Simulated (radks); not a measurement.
Question: The mean radii <r> (bohr) of the occupied orbitals of an atom or ion are listed with their occupations. All-electron calculation, Dirac Kohn-Sham, BLYP, spin-unpolarised, spherical densities, finite nucleus; Fermi nuclear charge, rms radius of each element as measured or else 0.836 A^(1/3) + 0.57 fm. Program: a radial shooting solver on a logarithmic mesh with Libxc functionals.

orbital     occ.     <r>
1s1/2          2  0.1306
2s1/2          2  0.6719
2p1/2    1.66667  0.6404
2p3/2    3.33333  0.6423

Name the element and its charge. Open shells, if any, are shared by 2j + 1.

Answer: Z = 12, magnesium, charge +3: Mg3+ in [He] 2s2 2p5. The 1s radius gives Z: for a bare nucleus <r> = (2 gamma + 1)/(2Z) with gamma = sqrt(1 - (Z/c)^2), 0.1247 bohr for Z = 12, and screening makes it slightly larger (0.1306 here). The occupations add up to 9, and the charge is Z minus that.
